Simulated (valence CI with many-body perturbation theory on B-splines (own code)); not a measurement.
## Energy levels of V III

Calculated by valence CI with perturbative core correlation (CI+MBPT): three valence electrons over a frozen Dirac-Fock core [Ar], a basis of 9 s, 9 p, 10 d, 8 f, 5 g, 3 h, 1 i functions for each j, with the one-electron correlation potential Σ1 (screened to all orders), the two-electron term Σ2, the three-electron term Σ3, Breit, model QED; selected single and double excitations, second order for the rest, scaled by the run's own slope (own B-spline code, finite nucleus).

Against 63 measured levels this calculation errs by 855 cm⁻¹ on average and by 1608 at most. These come from a selection out of Sugar and Corliss, J. Phys. Chem. Ref. Data 7, 1191 (1978). Levels without a partner in it may be off by more, other configurations by 1,000 to 8,000 cm⁻¹. 1 measured level below the end of the list, from 89458 cm⁻¹ on, found no clear computed partner, and computed levels of the same name lie up to 1940 cm⁻¹ from them.

Levels 46 to 70 of 70, with energies above the lowest level, 3d3 4F_3/2. "Leading %" is the weight of the configuration and term that name the level; weights of strongly mixed levels are sums over their largest components and can fall short. In the jj column 3d3/2^4 stands for four electrons in 3d with j = 3/2.

| No. | Configuration | Term | J | E (eV) | Leading % | Leading jj | g | Second component |
| --- | --- | --- | --- | --- | --- | --- | --- | --- |
| 46 | 3d2.4p | 2D° | 3/2 | 10.803 | 79 | 3d3/2^2 4p3/2 (40 %) | 0.857 | 16 % 3d2.4p 4D° |
| 47 | 3d2.4p | 2D° | 5/2 | 10.851 | 48 | 3d3/2 3d5/2 4p3/2 (55 %) | 1.245 | 40 % 3d2.4p 4D° |
| 48 | 3d2.4p | 4D° | 1/2 | 10.859 | 98 | 3d3/2^2 4p3/2 (67 %) | -0.002 |  |
| 49 | 3d2.4p | 4D° | 3/2 | 10.882 | 81 | 3d3/2 3d5/2 4p3/2 (81 %) | 1.132 | 16 % 3d2.4p 2D° |
| 50 | 3d2.4p | 4D° | 7/2 | 10.910 | 92 | 3d5/2^2 4p3/2 (45 %) | 1.413 | 5 % 3d2.4p 2F° |
| 51 | 3d2.4p | 4D° | 5/2 | 10.915 | 54 | 3d5/2^2 4p3/2 (61 %) | 1.293 | 42 % 3d2.4p 2D° |
| 52 | 3d2.4p | 2G° | 7/2 | 11.171 | 97 | 3d3/2 3d5/2 4p3/2 (42 %) | 0.889 |  |
| 53 | 3d2.4p | 2G° | 9/2 | 11.214 | 97 | 3d5/2^2 4p3/2 (36 %) | 1.112 |  |
| 54 | 3d2.4p | 2S° | 1/2 | 11.616 | 98 | 3d3/2 3d5/2 4p3/2 (39 %) | 1.997 |  |
| 55 | 3d2.4p | 4S° | 3/2 | 11.951 | 78 | 3d3/2 3d5/2 4p3/2 (42 %) | 1.862 | 19 % 3d2.4p 2P° |
| 56 | 3d2.4p | 2P° | 3/2 | 12.019 | 74 | 3d5/2^2 4p1/2 (44 %) | 1.447 | 20 % 3d2.4p 4S° |
| 57 | 3d2.4p | 2F° | 5/2 | 12.051 | 94 | 3d3/2 3d5/2 4p1/2 (35 %) | 0.874 |  |
| 58 | 3d2.4p | 2P° | 1/2 | 12.058 | 97 | 3d5/2^2 4p3/2 (53 %) | 0.671 |  |
| 59 | 3d2.4p | 2F° | 7/2 | 12.106 | 94 | 3d3/2 3d5/2 4p3/2 (34 %) | 1.153 |  |
| 60 | 3d2.4p | 4D° | 1/2 | 12.171 | 98 | 3d3/2^2 4p1/2 (33 %) | 0.001 |  |
| 61 | 3d2.4p | 4D° | 3/2 | 12.181 | 66 | 3d3/2 3d5/2 4p1/2 (52 %) | 1.085 | 25 % 3d2.4p 2D° |
| 62 | 3d2.4p | 4D° | 5/2 | 12.211 | 60 | 3d3/2 3d5/2 4p3/2 (36 %) | 1.295 | 32 % 3d2.4p 2D° |
| 63 | 3d2.4p | 2D° | 3/2 | 12.215 | 64 | 3d5/2^2 4p3/2 (28 %) | 0.943 | 30 % 3d2.4p 4D° |
| 64 | 3d2.4p | 2D° | 5/2 | 12.253 | 60 | 3d3/2 3d5/2 4p3/2 (40 %) | 1.265 | 36 % 3d2.4p 4D° |
| 65 | 3d2.4p | 4D° | 7/2 | 12.276 | 95 | 3d5/2^2 4p3/2 (59 %) | 1.419 |  |
| 66 | 3d2.4p | 4P° | 1/2 | 12.505 | 98 | 3d3/2 3d5/2 4p1/2 (45 %) | 2.665 |  |
| 67 | 3d2.4p | 4P° | 3/2 | 12.522 | 98 | 3d3/2 3d5/2 4p3/2 (27 %) | 1.732 |  |
| 68 | 3d2.4p | 4P° | 5/2 | 12.557 | 97 | 3d3/2 3d5/2 4p3/2 (49 %) | 1.595 |  |
| 69 | 3d2.4p | 2G° | 7/2 | 12.564 | 98 | 3d3/2 3d5/2 4p3/2 (40 %) | 0.889 |  |
| 70 | 3d2.4p | 2G° | 9/2 | 12.573 | 98 | 3d3/2 3d5/2 4p3/2 (58 %) | 1.110 |  |

Names give the largest LS component (configuration and term), which can be under half, so a name can repeat, a term be missing and a line seem to break the LS rules; names also repeat where a configuration has a term twice.

Where two levels of one J and parity lie close, their mixing, g and order are uncertain.
